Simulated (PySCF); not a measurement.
PySCF input for C₄H₁₀B, SMILES C([B]CC)C (connectivity only; charge and spin as stated), charge +1, multiplicity 1, PBE0-D3(BJ)/def2-SVP. Geometry: PBE0-D3(BJ)/def2-SVP. The spin state was assumed, not searched. The isomer is the one that the SMILES or the coordinates give; other isomers of the formula were not compared. One conformer was computed; it need not be the lowest.

```python
import numpy as np
from pyscf import gto, scf, dft, df
from pyscf.hessian import thermo

mol = gto.M(
    atom='''
    C    -0.31183314   -2.55692972    0.00000000
    C     0.63772754   -1.33700828   -0.00000000
    B    -0.00000000    0.00000000    0.00000000
    C    -0.63772754    1.33700828    0.00000000
    C     0.31183314    2.55692972   -0.00000000
    H    -0.95025427   -2.56974842    0.89318863
    H     0.29294430   -3.47281804    0.00000000
    H    -0.95025425   -2.56974842   -0.89318865
    H     1.31460764   -1.34436201   -0.88215982
    H     1.31460763   -1.34436200    0.88215982
    H    -1.31460763    1.34436200   -0.88215982
    H    -1.31460764    1.34436201    0.88215982
    H    -0.29294430    3.47281804   -0.00000000
    H     0.95025425    2.56974842    0.89318865
    H     0.95025427    2.56974842   -0.89318863
    ''',
    basis='def2-SVP',
    charge=1,
    spin=0,
    max_memory=1600,
    verbose=3,
)
mf = dft.RKS(mol, xc='pbe0').density_fit(auxbasis='def2-universal-jkfit')
mf.disp = 'd3bj'
mf.grids.level = 3
mf.conv_tol = 1e-11
mf.max_cycle = 100
mf.kernel()

# [left out here: the lines that compute and print the analytic Hessian (its translational invariance restored by hand, since the grid's response is missing), thermochemistry and intensities]
```

Log of the run:

```
converged SCF energy = -182.64689718103

WARN: DFTD3 does not support analytical Hessian, using finite difference


WARN: Mole.unit (angstrom) is changed to Bohr

Mode                                 0                   1                   2
Irrep
Freq [cm^-1]                       22.0329             77.6678            130.2003
Reduced mass [au]                   2.1532              2.7791              1.1433
Force const [Dyne/A]                0.0006              0.0099              0.0114
Char temp [K]                      31.7005            111.7467            187.3292
Normal mode                   x     y     z       x     y     z       x     y     z
       0   C                -0.00  0.00 -0.11    0.10 -0.06 -0.00   -0.00 -0.00  0.03
       1   C                 0.00 -0.00  0.09   -0.06  0.06 -0.00   -0.00 -0.00 -0.00
       2   B                 0.00 -0.00  0.09   -0.13  0.02 -0.00    0.00 -0.00 -0.10
       3   C                 0.00 -0.00  0.09   -0.06  0.06  0.00    0.00  0.00 -0.00
       4   C                -0.00  0.00 -0.11    0.10 -0.06 -0.00   -0.00  0.00  0.03
       5   H                -0.11 -0.06 -0.20    0.10 -0.14 -0.00   -0.24  0.19 -0.14
       6   H                -0.00 -0.00 -0.10    0.21  0.01  0.00   -0.00 -0.00  0.39
       7   H                 0.11  0.06 -0.20    0.10 -0.14  0.00    0.24 -0.19 -0.14
       8   H                 0.11  0.06  0.17   -0.06  0.14  0.00    0.11 -0.09  0.09
       9   H                -0.11 -0.06  0.17   -0.06  0.14 -0.00   -0.11  0.09  0.09
      10   H                -0.11 -0.06  0.17   -0.06  0.14 -0.00   -0.11  0.09  0.09
      11   H                 0.11  0.06  0.17   -0.06  0.14  0.00    0.11 -0.09  0.09
      12   H                -0.00  0.00 -0.10    0.21  0.01  0.00   -0.00  0.00  0.39
      13   H                 0.11  0.06 -0.20    0.10 -0.14  0.00    0.24 -0.19 -0.14
      14   H                -0.11 -0.06 -0.20    0.10 -0.14 -0.00   -0.24  0.19 -0.14
Mode                                 3                   4                   5
Irrep
Freq [cm^-1]                      166.8502            181.8663            305.2321
Reduced mass [au]                   3.4558              1.1438              1.4359
Force const [Dyne/A]                0.0567              0.0223              0.0788
Char temp [K]                     240.0603            261.6652            439.1610
Normal mode                   x     y     z       x     y     z       x     y     z
       0   C                -0.03  0.14  0.00   -0.00  0.00  0.01    0.00 -0.00  0.01
       1   C                 0.10  0.05  0.00    0.00  0.00 -0.07   -0.00 -0.00  0.03
       2   B                -0.00  0.00 -0.00    0.00 -0.00 -0.00   -0.00  0.00 -0.17
       3   C                -0.10 -0.05 -0.00   -0.00 -0.00  0.07    0.00  0.00  0.03
       4   C                 0.03 -0.14  0.00   -0.00 -0.00 -0.01    0.00  0.00  0.01
       5   H                -0.03  0.20  0.00   -0.24  0.22 -0.15    0.14 -0.10  0.10
       6   H                -0.12  0.08  0.00   -0.00  0.00  0.40    0.00  0.00 -0.19
       7   H                -0.03  0.20 -0.00    0.24 -0.22 -0.15   -0.14  0.10  0.10
       8   H                 0.08  0.01 -0.01   -0.02 -0.03 -0.08    0.22 -0.14  0.21
       9   H                 0.08  0.01  0.01    0.02  0.03 -0.08   -0.22  0.14  0.21
      10   H                -0.08 -0.01 -0.01   -0.02 -0.03  0.08   -0.22  0.14  0.21
      11   H                -0.08 -0.01  0.01    0.02  0.03  0.08    0.22 -0.14  0.21
      12   H                 0.12 -0.08  0.00    0.00 -0.00 -0.40   -0.00  0.00 -0.19
      13   H                 0.03 -0.20  0.00   -0.24  0.22  0.15   -0.14  0.10  0.10
      14   H                 0.03 -0.20 -0.00    0.24 -0.22  0.15    0.14 -0.10  0.10
Mode                                 6                   7                   8
Irrep
Freq [cm^-1]                      539.4249            598.9197            667.4063
Reduced mass [au]                   1.2559              5.0531              2.7147
Force const [Dyne/A]                0.2153              1.0679              0.7125
Char temp [K]                     776.1124            861.7121            960.2491
Normal mode                   x     y     z       x     y     z       x     y     z
       0   C                -0.00  0.00 -0.01   -0.02 -0.06  0.00    0.02  0.07  0.00
       1   C                 0.00 -0.00  0.09   -0.07  0.02  0.00   -0.12  0.09  0.00
       2   B                 0.00 -0.00  0.00    0.20  0.15  0.00    0.00  0.00 -0.00
       3   C                 0.00 -0.00 -0.09   -0.07  0.02 -0.00    0.12 -0.09  0.00
       4   C                -0.00  0.00  0.01   -0.02 -0.06 -0.00   -0.02 -0.07 -0.00
       5   H                -0.10 -0.05 -0.08   -0.01 -0.13  0.01    0.03  0.00  0.00
       6   H                -0.00 -0.00 -0.00    0.11  0.03  0.00    0.12  0.13 -0.00
       7   H                 0.10  0.05 -0.08   -0.01 -0.13 -0.01    0.03  0.00 -0.00
[...]
      11   H                 0.02  0.04 -0.00    0.01 -0.09  0.05    0.29 -0.02 -0.39
      12   H                 0.00  0.00  0.48   -0.16 -0.11 -0.00   -0.00  0.01  0.00
      13   H                -0.08  0.34  0.03    0.07 -0.05 -0.05   -0.00 -0.00 -0.01
      14   H                 0.08 -0.34  0.03    0.07 -0.05  0.05   -0.00 -0.00  0.01
Mode                                30                  31                  32
Irrep
Freq [cm^-1]                     3004.5272           3049.3767           3051.7827
Reduced mass [au]                   1.0610              1.0956              1.0958
Force const [Dyne/A]                5.6429              6.0022              6.0128
Char temp [K]                    4322.8457           4387.3741           4390.8358
Normal mode                   x     y     z       x     y     z       x     y     z
       0   C                -0.00 -0.00  0.00    0.00  0.00  0.00    0.00  0.00  0.00
       1   C                 0.05 -0.00 -0.00   -0.00  0.00 -0.06   -0.00  0.00 -0.06
       2   B                -0.00  0.00 -0.00    0.00 -0.00 -0.00   -0.00 -0.00  0.00
       3   C                -0.05  0.00 -0.00    0.00 -0.00 -0.06   -0.00  0.00  0.06
       4   C                 0.00  0.00  0.00   -0.00  0.00  0.00    0.00 -0.00 -0.00
       5   H                 0.01  0.00 -0.01    0.01 -0.00 -0.01    0.01 -0.00 -0.02
       6   H                 0.00 -0.01  0.00    0.00 -0.00  0.00    0.00 -0.00  0.00
       7   H                 0.01  0.00  0.01   -0.01  0.00 -0.01   -0.01  0.00 -0.02
       8   H                -0.29  0.02  0.39   -0.30  0.02  0.37   -0.29  0.02  0.37
       9   H                -0.29  0.02 -0.39    0.30 -0.02  0.37    0.29 -0.02  0.37
      10   H                 0.29 -0.02  0.39    0.30 -0.02  0.37   -0.29  0.02 -0.37
      11   H                 0.29 -0.02 -0.39   -0.30  0.02  0.37    0.29 -0.02 -0.37
      12   H                -0.00  0.01  0.00    0.00 -0.00  0.00   -0.00  0.00 -0.00
      13   H                -0.01 -0.00 -0.01   -0.01  0.00 -0.01    0.01 -0.00  0.02
      14   H                -0.01 -0.00  0.01    0.01 -0.00 -0.01   -0.01  0.00  0.02
Mode                                33                  34                  35
Irrep
Freq [cm^-1]                     3088.6935           3088.8526           3198.1205
Reduced mass [au]                   1.0355              1.0356              1.1076
Force const [Dyne/A]                5.8205              5.8213              6.6743
Char temp [K]                    4443.9423           4444.1711           4601.3833
Normal mode                   x     y     z       x     y     z       x     y     z
       0   C                 0.02  0.03  0.00    0.02  0.03  0.00    0.00 -0.00 -0.05
       1   C                -0.00 -0.00  0.00   -0.00 -0.00  0.00    0.00  0.00 -0.00
       2   B                 0.00 -0.00  0.00    0.00 -0.00  0.00    0.00  0.00 -0.00
       3   C                -0.00 -0.00 -0.00    0.00  0.00 -0.00   -0.00  0.00 -0.00
       4   C                 0.02  0.03  0.00   -0.02 -0.03 -0.00   -0.00  0.00 -0.07
       5   H                -0.23  0.00  0.33   -0.24  0.00  0.34   -0.23  0.00  0.31
       6   H                 0.21 -0.31 -0.00    0.22 -0.32 -0.00   -0.00  0.00 -0.01
       7   H                -0.23  0.00 -0.33   -0.24  0.00 -0.34    0.23 -0.00  0.31
       8   H                -0.00 -0.00  0.00   -0.01 -0.00  0.01   -0.01 -0.00  0.01
       9   H                -0.00 -0.00 -0.00   -0.01 -0.00 -0.01    0.01  0.00  0.01
      10   H                -0.00 -0.00 -0.00    0.01  0.00  0.01    0.01  0.00  0.02
      11   H                -0.00 -0.00  0.00    0.01  0.00 -0.01   -0.01 -0.00  0.02
      12   H                 0.22 -0.32 -0.00   -0.21  0.31  0.00    0.00 -0.00 -0.01
      13   H                -0.24  0.00 -0.34    0.23 -0.00  0.33    0.32 -0.00  0.44
      14   H                -0.24  0.00  0.34    0.23 -0.00 -0.33   -0.32  0.00  0.44
Mode                                36                  37                  38
Irrep
Freq [cm^-1]                     3198.1691           3200.2994           3200.3720
Reduced mass [au]                   1.1076              1.1064              1.1065
Force const [Dyne/A]                6.6745              6.6765              6.6773
Char temp [K]                    4601.4533           4604.5183           4604.6228
Normal mode                   x     y     z       x     y     z       x     y     z
       0   C                 0.00 -0.00 -0.07   -0.05  0.04 -0.00   -0.05  0.04 -0.00
       1   C                 0.00  0.00 -0.00   -0.00 -0.00 -0.00   -0.00 -0.00 -0.00
       2   B                 0.00  0.00 -0.00   -0.00 -0.00 -0.00   -0.00 -0.00 -0.00
       3   C                -0.00  0.00  0.00    0.00  0.00 -0.00   -0.00 -0.00  0.00
       4   C                -0.00 -0.00  0.05    0.05 -0.04 -0.00   -0.05  0.04  0.00
       5   H                -0.32  0.00  0.44    0.16  0.01 -0.23    0.13  0.00 -0.20
       6   H                -0.00  0.00 -0.01    0.33 -0.50 -0.00    0.29 -0.43 -0.00
       7   H                 0.32 -0.00  0.44    0.16  0.01  0.23    0.14  0.00  0.20
       8   H                -0.02 -0.00  0.02    0.01  0.00 -0.01    0.01  0.00 -0.01
       9   H                 0.02  0.00  0.02    0.01  0.00  0.01    0.01  0.00  0.01
      10   H                -0.01 -0.00 -0.01   -0.01 -0.00 -0.01    0.01  0.00  0.01
      11   H                 0.01  0.00 -0.01   -0.01 -0.00  0.01    0.01  0.00 -0.01
      12   H                -0.00  0.00  0.01   -0.29  0.42 -0.00    0.33 -0.50  0.00
      13   H                -0.23  0.00 -0.31   -0.14 -0.00 -0.20    0.16  0.01  0.23
      14   H                 0.23 -0.00 -0.31   -0.14 -0.00  0.20    0.16  0.01 -0.23
temperature 298.1500 [K]
pressure 101325.00 [Pa]
Rotational constants [GHz] 17.28381 1.91013 1.79781
Symmetry number 2
Zero-point energy (ZPE) 0.13220 [Eh]   347096.765 [J/mol]
                           tot       elec      trans        rot        vib
Entropy [J/mol/K]       357.362      0.000    161.540    103.423     92.399
Cv [J/mol/K]            105.701      0.000     12.472     12.472     80.758
Cp [J/mol/K]            114.016      0.000     20.786     12.472     80.758
Internal energy [J/mol]                      3718.434   3718.434 360039.716
Internal energy [Eh]   -182.50693  -182.64690
Enthalpy [J/mol]                             6197.391   3718.434 360039.716
Enthalpy [Eh]          -182.50599
Gibbs free energy [J/mol]                  -41965.865 -27117.116 332491.032
Gibbs free energy [Eh] -182.54657
mode   freq/cm-1   IR/(km/mol)
   1       22.03         2.826
   2       77.67         2.412
   3      130.20         0.001
   4      166.85         0.000
   5      181.87         0.000
   6      305.23         0.028
   7      539.42         0.000
   8      598.92        19.972
   9      667.41         0.000
  10      737.64        58.411
  11      902.82         0.000
  12      949.04         0.000
  13      954.95         2.591
  14      987.97         6.002
  15     1009.55         0.000
  16     1016.34        51.607
  17     1155.91        35.644
  18     1191.98         0.000
  19     1210.47         2.199
  20     1259.61         0.000
  21     1324.75        44.715
  22     1343.11         0.000
  23     1393.92        38.155
  24     1397.65         0.000
  25     1460.05        10.745
  26     1470.40         0.000
  27     1474.13         0.000
  28     1475.29        35.950
  29     1546.58       481.899
  30     2998.11       116.920
  31     3004.53         0.000
  32     3049.38        40.492
  33     3051.78         0.000
  34     3088.69         4.529
  35     3088.85         0.002
  36     3198.12         0.082
  37     3198.17         0.002
  38     3200.30         0.027
  39     3200.37         4.487
max |gradient| / (hartree/bohr): 1.7210813125917164e-05
APT charges: [ 0.1259 -0.5386  1.0819 -0.5386  0.1259  0.0405  0.0504  0.0405  0.1202
  0.1202  0.1202  0.1202  0.0504  0.0405  0.0405]
```

The run converged.
